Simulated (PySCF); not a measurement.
# How good is the calculation?

Mapped SMILES: `[CH3:1][CH2:2][c:3]1[cH:4][cH:5][cH:6][cH:7][n:8]1` (H(Xn): hydrogen on atom n).

Published estimates (parent shift plus substituent increments) and measurements: δ 13C C3 163.5; C7 149.2; C5 136.3; C4 122.0; C6 120.9; δ 1H H(C7) 8.62; H(C5) 7.63; H(C4) 7.16; H(C6) 7.10 ppm (estimated from measurements, as parent shift plus tabulated substituent increment; solution, not stated per compound (mostly CDCl3 or CCl4); Pretsch, Buehlmann, Badertscher, Structure Determination of Organic Compounds, 4th ed. (2009)).

Theory: geometry from GFN2-xTB, PBE0/pcSseg-1 with gauge-including orbitals, in PySCF 2.14.0 with density-fitted response routines (one computed conformer, gas phase, rapidly exchanging positions averaged, non-relativistic).

**Question.** How close does the calculation come?

**Answer.** 
Reference values: estimated from measurements, as parent shift plus tabulated substituent increment (solution, not stated per compound (mostly CDCl3 or CCl4); Pretsch, Buehlmann, Badertscher, Structure Determination of Organic Compounds, 4th ed. (2009)).
```
atoms  quantity  reference  computed  computed, scaled
   C3     δ 13C      163.5     171.1             164.5
   C7     δ 13C      149.2     155.5             149.3
   C5     δ 13C      136.3     142.2             136.4
   C4     δ 13C      122.0     126.7             121.3
   C6     δ 13C      120.9     125.4             120.0
H(C7)      δ 1H       8.62      8.87              8.45
H(C5)      δ 1H       7.63      7.89              7.53
H(C4)      δ 1H       7.16      7.37              7.04
H(C6)      δ 1H       7.10      7.22              6.90
```

Computed shifts are σ(ref) − σ with the named reference compound (TMS for H and C) calculated as an isolated molecule at the same level. The measured values may be among those fitted. Shieldings were converted by linear fits to measured shifts (mostly CDCl3, TMS scale, for H and C): 13C (scatter 2.1 ppm rms, 2.3 ppm with the 13 outliers that the fit left out); 1H (scatter 0.17 ppm rms, 0.18 ppm with the 4 outliers that the fit left out). Occasional misses reach two or three times the rms, and more in compound classes unlike the fitted ones.

**Question.** How far are the unscaled 13C shifts from the references?

**Answer.** Mean signed difference +5.80 ppm, mean absolute 5.80 ppm over 5 comparisons; the largest is +7.6 ppm at C3 (substituted aromatic carbon next to a ring nitrogen).

**Question.** How far are the unscaled 1H shifts from the references?

**Answer.** Mean signed difference +0.21 ppm, mean absolute 0.21 ppm over 4 comparisons; the largest is +0.26 ppm at H(C5) (hydrogen on an aromatic CH).
